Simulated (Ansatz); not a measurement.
BH₃OSSi, SMILES `S[SiH]1BO1`, relaxed with RKS PBE0-D4/def2-TZVP in the Gaussian-basis code of Ansatz from a PBE-D4/def2-SVP geometry. The force threshold is 0.005 eV/Å; the program also tests the step.

Charge 0, multiplicity 1.

Start:

```xyz
7

S     0.640    0.165    2.038
Si    0.014    0.521    0.021
B     0.505   -0.631   -1.444
O    -0.634   -0.973   -0.830
H    -0.560    0.487    2.602
H    -1.086    1.537   -0.015
H     1.121   -1.106   -2.371
```

**Question.** How much energy does the relaxation release, and in how many steps? (An estimate is asked.)

**Answer.** Ansatz gave: 7.07 kJ/mol, in 7 steps.

**Question.** Which bonds change most? (Estimate.)

**Answer.** Ansatz gave: Si2–O4 from 1.838 to 1.749 Å; Si2–B3 from 1.928 to 1.894 Å; S1–Si2 from 2.142 to 2.115 Å; B3–H7 from 1.210 to 1.189 Å.

**Question.** Give the relaxed structure. (An estimate is asked.)

**Answer.** Ansatz gave: 
```xyz
7

S     0.609    0.130    2.019
Si   -0.029    0.453    0.029
B     0.525   -0.605   -1.441
O    -0.612   -0.960   -0.822
H    -0.535    0.554    2.583
H    -1.063    1.509   -0.003
H     1.105   -1.081   -2.364
```
